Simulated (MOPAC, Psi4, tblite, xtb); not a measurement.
Dimer C2H6O ··· COS (SMILES COC and O=C=S) at R = 3.31 Å between the centres of mass, closest contact 2.73 Å (lowest of the rigid-body minima from ten starts at GFN2-xTB). Geometry in Å and degrees:

```
O
C 1 1.4092
H 2 1.0889 1 107.47
H 2 1.0983 3 109.04 1 -120.94
H 2 1.0983 3 109.03 4 -118.12
C 1 1.4092 2 112.50 3 179.98
H 6 1.0889 1 107.47 2 -179.90
H 6 1.0983 7 109.04 1 120.94
H 6 1.0983 7 109.03 8 118.12
O 3 2.7263 2 111.69 4 -87.08
C 10 1.1555 3 110.03 2 -7.47
S 11 1.5622 1 92.87 2 -147.27
```

Levels of theory: GFN2-xTB (tblite); SAPT0/jun-cc-pVDZ, frozen core (Psi4); B3LYP/def2-TZVP, counterpoise-corrected (Psi4); B3LYP-D3(BJ)/def2-TZVP, counterpoise-corrected (Psi4); HF/aug-cc-pVDZ, counterpoise-corrected (Psi4); MP2/aug-cc-pVDZ = DF-MP2/aug-cc-pVDZ, frozen core, counterpoise-corrected (Psi4); SCS-MP2/aug-cc-pVDZ = DF-SCS-MP2/aug-cc-pVDZ, frozen core, counterpoise-corrected (Psi4); PM7, restricted, heats of formation (MOPAC); AM1, restricted, heats of formation (MOPAC); GFN1-xTB (xtb).

Problem. What interaction energy does each level give?

Solution. 
```csv
method,E_int / kcal/mol
GFN2-xTB,-2.99
SAPT0/jun-cc-pVDZ,-2.57
GFN1-xTB,-2.19
B3LYP-D3(BJ)/def2-TZVP,-2.17
PM7,-2.10
MP2/aug-cc-pVDZ,-1.98
SCS-MP2/aug-cc-pVDZ,-1.10
AM1,0.51
B3LYP/def2-TZVP,0.73
HF/aug-cc-pVDZ,1.02
```
